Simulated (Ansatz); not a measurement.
Molecule: C7H13, charge 0, multiplicity 2. It need not be the lowest isomer of its formula. 
Coordinates optimised at B3LYP-D3(BJ)/def2-TZVP (Ansatz, a quantum-chemistry and plane-wave program):
```xyz
20

C      3.0404     0.8073    -0.1406
C      2.0751    -0.2109     0.3609
C      0.6802     0.3265     0.5146
C     -0.4135    -0.0096    -0.1725
C     -0.4451    -1.0364    -1.2706
C     -1.7361     0.6505     0.1323
C     -2.7966    -0.3131     0.6771
H      4.0967     0.7289     0.0783
H      2.7132     1.5815    -0.8209
H      2.4238    -0.5902     1.3293
H      2.0772    -1.0889    -0.2997
H      0.5794     1.0992     1.2723
H     -1.0037    -1.9254    -0.9654
H      0.5472    -1.3585    -1.5781
H     -0.9554    -0.6335    -2.1504
H     -1.5771     1.4558     0.8524
H     -2.1216     1.1171    -0.7819
H     -3.0421    -1.0941    -0.0442
H     -3.7196     0.2205     0.9110
H     -2.4446    -0.7980     1.5898
```
Charge 0, spin multiplicity 2.

Computed values are from Ansatz. Cores are frozen in the correlated levels unless marked. UHF or UKS for open shells. Spin-orbit coupling is left out. Non-relativistic. Basis-set limits of correlation are two-point, X^-3; Hartree-Fock from the larger set. [CCSD(T)-MP2]/basis is that difference in the basis named.

| Property | Value |
|---|---|
| atomisation energy De | 1930.7 kcal/mol at RI-MP2/CBS(cc-pVTZ,cc-pVQZ)+[CCSD(T)-MP2]/cc-pVTZ |
| total energy | -274.1156 Eh at RI-MP2/CBS(cc-pVTZ,cc-pVQZ)+[CCSD(T)-MP2]/cc-pVTZ |
| dipole moment | 0.48 D at CCSD(T)/aug-cc-pVDZ |
| T1 diagnostic | 0.011 at CCSD/cc-pVTZ |
